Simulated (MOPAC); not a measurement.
MOPAC input (PM6):

```
PM6 FORCE THERMO(298,298) PRECISE LET CHARGE=-1 GEO-OK AUX(PRECISION=9) THREADS=1
C2H7O2Si

C     1.56296752 1   -0.83217816 1    0.43631808 1
Si   -0.00974351 1    0.04145744 1   -0.11109556 1
C    -1.48045867 1   -0.78451703 1    0.72014936 1
O    -0.14373859 1    0.00141481 1   -1.54116140 1
O     0.07378282 1    1.51742042 1    0.53594172 1
H     1.49929981 1   -1.87655944 1    0.11319083 1
H     2.43524134 1   -0.36454670 1   -0.02692875 1
H     1.63422256 1   -0.77100998 1    1.52643259 1
H    -2.40862276 1   -0.28905477 1    0.42498621 1
H    -1.50962566 1   -1.82940329 1    0.39364978 1
H    -1.34687414 1   -0.72435483 1    1.80445401 1
H     0.08108507 1    2.39270147 1    0.46995541 1
```

Output:

```
 *******************************************************************************
 **                                                                           **
 **                              MOPAC v23.2.5                                **
 **                                                                           **
 *******************************************************************************
 ** MOPAC's Digital Object Identifier: https://doi.org/10.5281/zenodo.6511958 **
 **                                                                           **
 ** Please cite the open-source release paper for use of this MOPAC version:  **
 ** J. E. Moussa and J. J. P. Stewart (2026)                                  **
 ** MOPAC: An open-source semiempirical molecular orbital program             **
 ** J. Open Source Softw., 11(119), 8025, https://doi.org/10.21105/joss.08025 **
 *******************************************************************************

                              PM6 CALCULATION RESULTS

 *******************************************************************************
 *  PM6        - The PM6 Hamiltonian to be used
 *  GEO-OK     - OVERRIDE INTERATOMIC DISTANCE AND OTHER SAFETY CHECKS
 *
 *
 *
 *                 CHARGE ON SYSTEM = -1
 *
 *
 *
 *  LET        - OVERRIDE SOME SAFETY CHECKS
 *  PRECISE    - TIGHTER CRITERIA TO BE USED
 *  FORCE      - FORCE CALCULATION SPECIFIED
 *  AUX        - OUTPUT AUXILIARY INFORMATION
 *  THERMO     - THERMODYNAMIC QUANTITIES TO BE CALCULATED
 *******************************************************************************
PM6 FORCE THERMO(298,298) PRECISE LET CHARGE=-1 GEO-OK AUX(PRECISION=9) THREADS=1
 C2H7O2Si

   ATOM   CHEMICAL          X               Y               Z
  NUMBER   SYMBOL      (ANGSTROMS)     (ANGSTROMS)     (ANGSTROMS)

     1       C          1.56296752  *  -0.83217816  *   0.43631808  *
     2      Si         -0.00974351  *   0.04145744  *  -0.11109556  *
     3       C         -1.48045867  *  -0.78451703  *   0.72014936  *
     4       O         -0.14373859  *   0.00141481  *  -1.54116140  *
     5       O          0.07378282  *   1.51742042  *   0.53594172  *
     6       H          1.49929981  *  -1.87655944  *   0.11319083  *
     7       H          2.43524134  *  -0.36454670  *  -0.02692875  *
     8       H          1.63422256  *  -0.77100998  *   1.52643259  *
     9       H         -2.40862276  *  -0.28905477  *   0.42498621  *
    10       H         -1.50962566  *  -1.82940329  *   0.39364978  *
    11       H         -1.34687414  *  -0.72435483  *   1.80445401  *
    12       H          0.08108507  *   2.39270147  *   0.46995541  *

          CARTESIAN COORDINATES

    NO.       ATOM           X           Y           Z

     1         C          1.5630     -0.8322      0.4363
     2        Si         -0.0097      0.0415     -0.1111
     3         C         -1.4805     -0.7845      0.7201
     4         O         -0.1437      0.0014     -1.5412
     5         O          0.0738      1.5174      0.5359
     6         H          1.4993     -1.8766      0.1132
[...]
 FREQUENCY          2697.88         C  3 -- H 11         +27.3% ( 53.6%)     98.1%
 TRANSITION DIPOLE   0.5144         C  1 -- H  8         +27.3% ( 53.6%)     98.1%
 TRAVEL (Ang.)       0.3129         C  3 -- H 10         +21.8% ( 47.9%)     97.5%
 REDUCED MASS        0.2553         C  1 -- H  6         +21.8% ( 47.9%)     97.5%
 EFFECTIVE MASS      1.4785
 FORCE CONSTANT      1.0948

 VIBRATION         27   12A"          ATOM PAIR      ENERGY CONTRIBUTION    RADIAL
 FREQUENCY          2698.30         C  1 -- H  7         +27.5% ( 53.8%)     99.4%
 TRANSITION DIPOLE   0.2657         C  3 -- H  9         +27.5% ( 53.8%)     99.4%
 TRAVEL (Ang.)       0.3440         C  1 -- H  8         +11.2% ( 34.3%)     89.0%
 REDUCED MASS        0.2112         C  3 -- H 11         +11.2% ( 34.3%)     89.0%
 EFFECTIVE MASS      1.4634         C  3 -- H 10         +10.9% ( 33.9%)     88.4%
 FORCE CONSTANT      0.9060         C  1 -- H  6         +10.9% ( 33.9%)     88.4%

 VIBRATION         28   16A'          ATOM PAIR      ENERGY CONTRIBUTION    RADIAL
 FREQUENCY          2699.12         C  3 -- H  9         +28.3% ( 54.6%)     99.4%
 TRANSITION DIPOLE   0.5056         C  1 -- H  7         +28.3% ( 54.6%)     99.4%
 TRAVEL (Ang.)       0.3393         C  3 -- H 10         +11.2% ( 34.3%)     88.8%
 REDUCED MASS        0.2171         C  1 -- H  6         +11.2% ( 34.3%)     88.8%
 EFFECTIVE MASS      1.4713         C  3 -- H 11         +10.1% ( 32.5%)     87.6%
 FORCE CONSTANT      0.9317         C  1 -- H  8         +10.1% ( 32.5%)     87.6%

 VIBRATION         29   13A"          ATOM PAIR      ENERGY CONTRIBUTION    RADIAL
 FREQUENCY          2751.79         C  3 -- H  9         +22.3% ( 45.7%)     98.6%
 TRANSITION DIPOLE   0.6679         C  1 -- H  7         +22.3% ( 45.7%)     98.6%
 TRAVEL (Ang.)       0.3751         C  3 -- H 10         +16.2% ( 38.9%)     97.2%
 REDUCED MASS        0.1741         C  1 -- H  6         +16.2% ( 38.9%)     97.2%
 EFFECTIVE MASS      1.0962         C  3 -- H 11         +11.4% ( 32.6%)     95.5%
 FORCE CONSTANT      0.7769         C  1 -- H  8         +11.4% ( 32.6%)     95.5%

 VIBRATION         30   17A'          ATOM PAIR      ENERGY CONTRIBUTION    RADIAL
 FREQUENCY          2753.56         C  1 -- H  7         +21.5% ( 44.7%)     98.4%
 TRANSITION DIPOLE   0.3682         C  3 -- H  9         +21.5% ( 44.7%)     98.4%
 TRAVEL (Ang.)       0.3774         C  3 -- H 10         +16.7% ( 39.5%)     97.4%
 REDUCED MASS        0.1719         C  1 -- H  6         +16.7% ( 39.5%)     97.4%
 EFFECTIVE MASS      1.0972         C  3 -- H 11         +11.7% ( 33.1%)     95.6%
 FORCE CONSTANT      0.7681         C  1 -- H  8         +11.7% ( 33.1%)     95.6%

      SYMMETRY NUMBER FOR POINT-GROUP Cs  =  1

          SYSTEM IS A GROUND STATE

 C2H7O2Si

          MOLECULE IS NOT LINEAR

          THERE ARE 30 GENUINE VIBRATIONS IN THIS SYSTEM
          THIS THERMODYNAMICS CALCULATION IS LIMITED TO
          MOLECULES WHICH HAVE NO INTERNAL ROTATIONS

                    CALCULATED THERMODYNAMIC PROPERTIES
                                          *
   TEMP. (K)   PARTITION FUNCTION   H.O.F.    ENTHALPY  HEAT CAPACITY ENTROPY
                                   KCAL/MOL   CAL/MOLE    CAL/K/MOL  CAL/K/MOL

 298.00  VIB.     0.5967D+02                  3314.0405    22.8257    19.2463
         ROT.     0.1183D+06                   888.2803     2.9808    26.1930
         INT.     0.7058D+07                  4202.3208    25.8065    45.4393
         TRA.     0.8415D+27                  1480.4672     4.9680    39.4399
         TOT.                     -205.692    5682.7880    30.7745    84.8793

   *: NOTE: HEATS OF FORMATION ARE RELATIVE TO THE
            ELEMENTS IN THEIR STANDARD STATE AT 298K
              (=  Standard Enthalpy of Formation).

            Hvib:  Zero-point energy is not included.
                   frequencies of less than zero cm-1 are not included.
            Hrot = (3/2)RT
            Htra = (3/2)RT + pV = (5/2)RT

            Heat capacity is Cp, not Cv

          For more information, see: HTTP://OpenMOPAC.net/Manual/thermochemistry.html

           FORCE CONSTANT IN CARTESIAN COORDINATES (Millidynes/A)

    ATOM   CHEMICAL       X               Y               Z
   NUMBER   SYMBOL  FORCE CONSTANT  FORCE CONSTANT  FORCE CONSTANT

      1       C        4.964955        5.749133        5.874529
      2      Si        5.792449        5.917967        6.684983
      3       C        5.717288        4.996792        5.874537
      4       O        0.846052        1.104857        2.132042
      5       O        1.392013        2.177910        3.477015
      6       H        0.793626        1.275780        2.993634
      7       H        0.878514        3.662495        0.539478
      8       H        0.816733        1.387892        2.845450
      9       H        4.123999        0.417017        0.539472
     10       H        0.896572        1.172831        2.993637
     11       H        0.969273        1.235346        2.845455
     12       H        0.775434        1.389741        1.537848

 **********************
 *                    *
 * JOB ENDED NORMALLY *
 *                    *
 **********************

 == MOPAC DONE ==
```

The dipole moment of an ion depends on the origin.
